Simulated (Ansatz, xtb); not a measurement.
## ClFH6Si3: which of two isomers lies lower

Structure X is `F[Si]([SiH3])([SiH3])Cl`, a singlet and structure Y is `F[Si@H](Cl)[SiH2][SiH3]`, a singlet. Both are isolated molecules in the gas phase, relaxed with PBE0-D3(BJ)/pcseg-1; the shapes shown needn't be the lowest conformers.

X (Å):

```yaml
atoms:
  - { symbol: Cl, position_ang: [-2.5093, -1.1867, -1.0870] }
  - { symbol: F, position_ang: [-1.9502, -2.0051, 1.7298] }
  - { symbol: Si, position_ang: [-1.4283, -0.8798, 0.6578] }
  - { symbol: Si, position_ang: [0.8291, -1.2978, 0.1865] }
  - { symbol: Si, position_ang: [-1.9846, 1.2421, 1.4830] }
  - { symbol: H, position_ang: [1.6340, -1.1543, 1.4350] }
  - { symbol: H, position_ang: [0.9828, -2.6732, -0.3669] }
  - { symbol: H, position_ang: [1.2862, -0.2901, -0.8146] }
  - { symbol: H, position_ang: [-1.2749, 1.4765, 2.7748] }
  - { symbol: H, position_ang: [-1.5401, 2.2573, 0.4838] }
  - { symbol: H, position_ang: [-3.4585, 1.3350, 1.6841] }
```

Y (Å):

```xyz
11

Cl    1.4719   -0.8622    2.3156
F     1.9785    0.7603   -0.1399
Si    0.7127    0.2592    0.7607
Si   -0.7142   -1.0087   -0.5854
Si   -1.1999    0.1831   -2.5453
H     0.0994    1.4748    1.3572
H    -0.0500   -2.3100   -0.8909
H    -1.9542   -1.2645    0.2084
H     0.0501    0.3682   -3.3371
H    -2.2051   -0.5541   -3.3658
H    -1.7521    1.5222   -2.1829
```

Which of the two would you expect CCSD(T)/def2-SVP + ΔMP2/def2-TZVPP electronic energies to favour?

Structure Y; the calculation gives E(Y) − E(X) = −2.4 kcal/mol.

How the difference moves with the method:

```csv
level,geometry,E(Y) − E(X) (kcal/mol),departure from the last row (kcal/mol),"job, with rough time for the two"
GFN2-xTB,GFN2-xTB,+0.2,+2.7,"optimisation, 0.25 s"
HF/STO-3G,GFN2-xTB,+0.6,+3.1,"single point, 0.32 s"
r2SCAN-D4/def2-SVP,GFN2-xTB,−1.5,+0.9,"single point, 2.4 s"
PBE0-D3(BJ)/pcseg-1,PBE0-D3(BJ)/pcseg-1,−1.8,+0.7,"optimisation, 49 s"
HF/def2-SVP,PBE0-D3(BJ)/pcseg-1,−2.7,−0.3,part of the CCSD(T) run
MP2/def2-SVP,PBE0-D3(BJ)/pcseg-1,−2.9,−0.5,part of the CCSD(T) run
CCSD(T)/def2-SVP,PBE0-D3(BJ)/pcseg-1,−2.7,−0.2,single point
CCSD(T)/def2-SVP + ΔMP2/def2-TZVPP,PBE0-D3(BJ)/pcseg-1,−2.4,,"single point, 22 s"
```

As drawn, both hold the same kinds of bond in the same numbers.

HF/STO-3G puts the two in the other order. GFN2-xTB finds them nearly level. The largest departure from CCSD(T)/def2-SVP + ΔMP2/def2-TZVPP is that of HF/STO-3G, 3.1 kcal/mol. The last row adds to CCSD(T) the change of the MP2 difference between the two basis sets, here +0.2 kcal/mol.

With harmonic frequencies from PBE0-D3(BJ)/pcseg-1 (ideal gas, rigid rotor, one conformer each, 298.15 K, 1 atm): on the last row, ΔE + ΔZPE = −1.9 kcal/mol. A mode under 50 cm⁻¹ makes harmonic enthalpies and free energies unreliable, so none is given.

The correlated steps freeze 21 core orbitals. Run with Ansatz 0.2.0, xtb 6.7.1; the last row on 2 threads of Intel(R) Xeon(R) 6975P-C (Granite Rapids) on a shared host.
